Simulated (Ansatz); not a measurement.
Relaxation of CH6AlClF2O (12 atoms, charge 0, multiplicity 1), to a largest force component of 0.03 eV/Å in at most 50 steps.

The calculation used Ansatz 0.2.0, RKS B3LYP/6-31G*.

```xyz
12
Properties=species:S:1:pos:R:3
Al -0.944 -0.631 -0.129
O 0.221 -1.188 1.147
C -0.313 -0.351 -1.939
Cl -2.983 -0.679 0.444
H 0.619 2.035 1.168
F -0.211 2.202 0.807
H 2.006 0.082 1.683
F 2.379 0.918 1.771
H -0.202 -1.477 1.970
H -0.594 -1.203 -2.570
H -0.756 0.547 -2.383
H 0.778 -0.254 -1.970
```

Where does it end, and by what steps?

The forces met the threshold. After 15 steps the energy has fallen by 2.155 eV; H7 moved furthest, 0.98 Å. Parted: H5–F6, H7–F8. Joined: Al1–F6, O2–H7, H5–F8.

```csv
step,energy less start (eV),largest force component (eV/Å),accepted
0,0.0000,1.403,yes
1,-0.3718,0.788,yes
2,-0.7698,0.749,yes
3,-1.1970,0.584,yes
4,-1.2193,2.241,yes
5,-1.4361,0.551,yes
6,-1.5883,0.821,yes
7,-1.8659,0.862,yes
8,-1.8532,2.867,no
9,-2.0224,0.450,yes
10,-2.1260,0.718,yes
11,-2.1449,0.459,yes
12,-2.1294,0.293,no
13,-2.1533,0.135,yes
14,-2.1550,0.071,yes
15,-2.1553,0.019,yes
```

```xyz
12
Properties=species:S:1:pos:R:3
Al -0.683 0.095 -0.096
O 0.503 -0.923 1.082
C -0.291 -0.283 -1.961
Cl -2.550 -0.485 0.803
H 1.016 1.595 1.447
F -0.165 1.641 0.472
H 1.110 -0.289 1.569
F 1.688 1.146 1.990
H -0.002 -1.432 1.741
H -0.553 -1.311 -2.237
H -0.850 0.385 -2.628
H 0.776 -0.142 -2.181
```

Whether the end is a true minimum wasn't checked by a vibrational analysis.

Run time: 60 s on 2 threads of Arm Neoverse V2, with other jobs on the host, peak memory 0.26 GiB.
